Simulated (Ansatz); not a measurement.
# Molecular dynamics of Cl2GaH2N

input.yaml

```yaml
crystal:
  periodic: [false, false, false]
  atoms:
    - { symbol: Ga, position_ang: [0.0, 0.0, 0.043571] }
    - { symbol: "N", position_ang: [0.0, 0.0, 1.846808] }
    - { symbol: H, position_ang: [-0.853408, -0.046553, 2.40377] }
    - { symbol: H, position_ang: [0.853408, 0.046553, 2.40377] }
    - { symbol: Cl, position_ang: [1.853367, 0.100999, -1.043959] }
    - { symbol: Cl, position_ang: [-1.853367, -0.100999, -1.043959] }
basis:
  gaussian: { orbitals: def2-SVP }
hamiltonian:
  xc: pbe
md:
  timestep: 2.0
  n_steps: 40
  ensemble: nvt_nose_hoover
  temperature: 50.0
  initial_velocities: maxwell_boltzmann
  seed: 366505
  nose_hoover: { tau: 300.0, chain_length: 3 }
```

Run as:

```bash
$ ansatz run input.yaml --threads 1 --pin off --max-ram 2048MiB --backend cpu --events-out ev --progress --plain --runs-dir out
```

It starts from a relaxed structure.

Output, in part (step lines, the closing report, with atoms numbered from 0):

```
md step     0: t =     0.00 fs  T =    50.0 K  F+E_penalty+E_count = -78913.79710360 eV  E_kin = 0.025852 eV  conserved = -78913.77125160 eV  (29 SCF iters)
md step     1: t =     2.00 fs  T =    40.9 K  F+E_penalty+E_count = -78913.78827841 eV  E_kin = 0.021124 eV  conserved = -78913.76715427 eV  (29 SCF iters)
md step     2: t =     4.00 fs  T =    48.0 K  F+E_penalty+E_count = -78913.79604239 eV  E_kin = 0.024822 eV  conserved = -78913.77122086 eV  (29 SCF iters)
md step     3: t =     6.00 fs  T =    37.4 K  F+E_penalty+E_count = -78913.78715995 eV  E_kin = 0.019315 eV  conserved = -78913.76784610 eV  (29 SCF iters)
md step     4: t =     8.00 fs  T =    42.4 K  F+E_penalty+E_count = -78913.79249228 eV  E_kin = 0.021946 eV  conserved = -78913.77054797 eV  (28 SCF iters)
md step     5: t =    10.00 fs  T =    34.2 K  F+E_penalty+E_count = -78913.78584268 eV  E_kin = 0.017704 eV  conserved = -78913.76814114 eV  (29 SCF iters)
md step     6: t =    12.00 fs  T =    36.0 K  F+E_penalty+E_count = -78913.78906908 eV  E_kin = 0.018619 eV  conserved = -78913.77045453 eV  (29 SCF iters)
md step     7: t =    14.00 fs  T =    30.0 K  F+E_penalty+E_count = -78913.78434820 eV  E_kin = 0.015507 eV  conserved = -78913.76884741 eV  (29 SCF iters)
md step     8: t =    16.00 fs  T =    28.9 K  F+E_penalty+E_count = -78913.78422461 eV  E_kin = 0.014961 eV  conserved = -78913.76927202 eV  (29 SCF iters)
md step     9: t =    18.00 fs  T =    28.7 K  F+E_penalty+E_count = -78913.78466758 eV  E_kin = 0.014821 eV  conserved = -78913.76985756 eV  (30 SCF iters)
md step    10: t =    20.00 fs  T =    25.4 K  F+E_penalty+E_count = -78913.78202987 eV  E_kin = 0.013154 eV  conserved = -78913.76889050 eV  (29 SCF iters)
md step    11: t =    22.00 fs  T =    28.0 K  F+E_penalty+E_count = -78913.78448875 eV  E_kin = 0.014483 eV  conserved = -78913.77002392 eV  (28 SCF iters)
md step    12: t =    24.00 fs  T =    22.4 K  F+E_penalty+E_count = -78913.77985769 eV  E_kin = 0.011559 eV  conserved = -78913.76832037 eV  (29 SCF iters)
md step    13: t =    26.00 fs  T =    28.3 K  F+E_penalty+E_count = -78913.78532956 eV  E_kin = 0.014637 eV  conserved = -78913.77071904 eV  (30 SCF iters)
md step    14: t =    28.00 fs  T =    22.3 K  F+E_penalty+E_count = -78913.77944649 eV  E_kin = 0.011553 eV  conserved = -78913.76792494 eV  (30 SCF iters)
md step    15: t =    30.00 fs  T =    28.6 K  F+E_penalty+E_count = -78913.78520117 eV  E_kin = 0.014769 eV  conserved = -78913.77046951 eV  (29 SCF iters)
md step    16: t =    32.00 fs  T =    22.8 K  F+E_penalty+E_count = -78913.78007217 eV  E_kin = 0.011774 eV  conserved = -78913.76834153 eV  (29 SCF iters)
md step    17: t =    34.00 fs  T =    28.2 K  F+E_penalty+E_count = -78913.78475008 eV  E_kin = 0.014582 eV  conserved = -78913.77021840 eV  (29 SCF iters)
md step    18: t =    36.00 fs  T =    24.6 K  F+E_penalty+E_count = -78913.78116793 eV  E_kin = 0.012707 eV  conserved = -78913.76851895 eV  (30 SCF iters)
md step    19: t =    38.00 fs  T =    27.2 K  F+E_penalty+E_count = -78913.78388090 eV  E_kin = 0.014056 eV  conserved = -78913.76989144 eV  (28 SCF iters)
md step    20: t =    40.00 fs  T =    25.4 K  F+E_penalty+E_count = -78913.78228636 eV  E_kin = 0.013145 eV  conserved = -78913.76921665 eV  (30 SCF iters)
md step    21: t =    42.00 fs  T =    24.8 K  F+E_penalty+E_count = -78913.78190597 eV  E_kin = 0.012807 eV  conserved = -78913.76918330 eV  (29 SCF iters)
md step    22: t =    44.00 fs  T =    25.2 K  F+E_penalty+E_count = -78913.78266435 eV  E_kin = 0.013027 eV  conserved = -78913.76973136 eV  (30 SCF iters)
md step    23: t =    46.00 fs  T =    21.2 K  F+E_penalty+E_count = -78913.77986032 eV  E_kin = 0.010968 eV  conserved = -78913.76899571 eV  (29 SCF iters)
md step    24: t =    48.00 fs  T =    22.2 K  F+E_penalty+E_count = -78913.78124637 eV  E_kin = 0.011474 eV  conserved = -78913.76988489 eV  (30 SCF iters)
md step    25: t =    50.00 fs  T =    16.9 K  F+E_penalty+E_count = -78913.77732106 eV  E_kin = 0.008724 eV  conserved = -78913.76871902 eV  (30 SCF iters)
md step    26: t =    52.00 fs  T =    18.4 K  F+E_penalty+E_count = -78913.77930298 eV  E_kin = 0.009517 eV  conserved = -78913.76991658 eV  (29 SCF iters)
md step    27: t =    54.00 fs  T =    14.6 K  F+E_penalty+E_count = -78913.77637619 eV  E_kin = 0.007566 eV  conserved = -78913.76894970 eV  (30 SCF iters)
md step    28: t =    56.00 fs  T =    15.8 K  F+E_penalty+E_count = -78913.77749109 eV  E_kin = 0.008173 eV  conserved = -78913.76946612 eV  (30 SCF iters)
md step    29: t =    58.00 fs  T =    15.1 K  F+E_penalty+E_count = -78913.77693242 eV  E_kin = 0.007795 eV  conserved = -78913.76929412 eV  (30 SCF iters)
md step    30: t =    60.00 fs  T =    15.5 K  F+E_penalty+E_count = -78913.77693837 eV  E_kin = 0.008010 eV  conserved = -78913.76909437 eV  (30 SCF iters)
md step    31: t =    62.00 fs  T =    19.4 K  F+E_penalty+E_count = -78913.77955386 eV  E_kin = 0.010020 eV  conserved = -78913.76971141 eV  (29 SCF iters)
md step    32: t =    64.00 fs  T =    19.4 K  F+E_penalty+E_count = -78913.77844660 eV  E_kin = 0.010035 eV  conserved = -78913.76860242 eV  (29 SCF iters)
md step    33: t =    66.00 fs  T =    26.1 K  F+E_penalty+E_count = -78913.78349098 eV  E_kin = 0.013517 eV  conserved = -78913.77018124 eV  (29 SCF iters)
md step    34: t =    68.00 fs  T =    25.0 K  F+E_penalty+E_count = -78913.78123676 eV  E_kin = 0.012938 eV  conserved = -78913.76852471 eV  (29 SCF iters)
md step    35: t =    70.00 fs  T =    32.9 K  F+E_penalty+E_count = -78913.78682475 eV  E_kin = 0.017002 eV  conserved = -78913.77007029 eV  (29 SCF iters)
md step    36: t =    72.00 fs  T =    31.8 K  F+E_penalty+E_count = -78913.78480606 eV  E_kin = 0.016420 eV  conserved = -78913.76865877 eV  (30 SCF iters)
md step    37: t =    74.00 fs  T =    37.6 K  F+E_penalty+E_count = -78913.78925878 eV  E_kin = 0.019440 eV  conserved = -78913.77011927 eV  (29 SCF iters)
md step    38: t =    76.00 fs  T =    36.2 K  F+E_penalty+E_count = -78913.78730286 eV  E_kin = 0.018733 eV  conserved = -78913.76889933 eV  (28 SCF iters)
md step    39: t =    78.00 fs  T =    39.1 K  F+E_penalty+E_count = -78913.78926346 eV  E_kin = 0.020224 eV  conserved = -78913.76940035 eV  (30 SCF iters)
md step    40: t =    80.00 fs  T =    40.1 K  F+E_penalty+E_count = -78913.79011289 eV  E_kin = 0.020741 eV  conserved = -78913.76976529 eV  (27 SCF iters)
Total energy: -78913.79014819 eV, -2900.0282982578 hartree
Atom 0 at     0.005607     0.014604     0.057682 Å, force     0.068269     0.016737    -0.170954 eV/Å
Atom 1 at    -0.035274    -0.050529     1.855481 Å, force     0.013077    -0.125227    -0.182024 eV/Å
Atom 2 at    -0.909739     0.067250     2.353228 Å, force    -0.338116     0.037099     0.177561 eV/Å
Atom 3 at     0.769292     0.176602     2.425296 Å, force     0.362682     0.082763     0.215527 eV/Å
Atom 4 at     1.832627     0.091070    -1.070761 Å, force     0.064464     0.002875     0.037896 eV/Å
Atom 5 at    -1.825724    -0.106762    -1.047512 Å, force    -0.170376    -0.014247    -0.078005 eV/Å
Dipole moment:    -0.003548     0.108665     0.595236 e Å
```

All steps were run. The conserved energy stayed within 0.69 meV per atom of its start (net change 0.25 meV per atom), so the integration is sound. The mean temperature of the second half is 50 % below the set value. A step of 2 fs is long for free X–H stretches (periods near 10 fs) and can bias their spread and the temperature. A run of 0.08 ps of so small a system gives no equilibrium averages.

The same pairs are bonded in the first frame and the last. Pairs count as bonded within 1.25 times the sum of covalent radii (0.12 Å more for H–H).

Last frame:

```xyz
6
Properties=species:S:1:pos:R:3
Ga 0.006 0.015 0.058
N -0.035 -0.051 1.855
H -0.910 0.067 2.353
H 0.769 0.177 2.425
Cl 1.833 0.091 -1.071
Cl -1.826 -0.107 -1.048
```

Run time: 100 s on 1 thread of Intel(R) Xeon(R) Platinum 8259CL CPU @ 2.50GHz (Skylake/Cascade Lake) (shared host), peak memory 0.14 GiB.
